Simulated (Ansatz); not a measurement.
**Worked example: a bond strength in C2H4AlFO (SMILES C=C[O][AlH][F])**

C2H4AlFO: 9 atoms, total charge 0, spin state singlet. SMILES: `C=C[O][AlH][F]`. The shape was relaxed beforehand at PBE0/def2-SVP. This is one conformer, not always the lowest.

```xyz
9

C    -1.5598   -0.3520    1.1267
C    -0.7678   -0.3379    0.0536
O     0.4572    0.2084    0.0412
Al    1.8226    0.5213   -0.9108
F     3.0637    1.3173   -0.1553
H    -1.2379    0.0932    2.0709
H    -2.5458   -0.8142    1.0669
H    -1.0974   -0.7882   -0.8945
H     1.9538    0.1056   -2.4161
```

Wanted: the dissociation energy of the H9–Al4 bond into doublet H and doublet C2H3AlFO (shapes relaxed at PBE0/def2-SVP, no zero-point term). 1 Eh = 2625.50 kJ/mol = 27.2114 eV. Totals in Eh; open shells run unrestricted unless said.

| level | program | C2H4AlFO | doublet H | doublet C2H3AlFO |
| --- | --- | --- | --- | --- |
| HF/def2-SVP | Ansatz | -494.107842 | -0.499278 | -493.495792 |
| r2SCAN/def2-SVP | Ansatz | -495.777169 | -0.499209 | -495.141900 |
| PBE0-D4/def2-SVP | Ansatz | -495.549517 | -0.500291 | -494.913804 |

Work out the dissociation energy at each level.


1. HF/def2-SVP: (-0.499278) + (-493.495792) − (-494.107842) = 0.112772 Eh = 296.1 kJ/mol = 3.07 eV.
2. r2SCAN/def2-SVP: (-0.499209) + (-495.141900) − (-495.777169) = 0.136060 Eh = 357.2 kJ/mol = 3.70 eV.
3. PBE0-D4/def2-SVP: (-0.500291) + (-494.913804) − (-495.549517) = 0.135422 Eh = 355.6 kJ/mol = 3.69 eV.

The levels span 296 to 357 kJ/mol; no measured value is set beside them. Hartree–Fock lacks the correlation of the electrons that are unpaired, so it comes out low. A bond enthalpy at 298 K also holds the loss of zero-point energy and thermal terms.
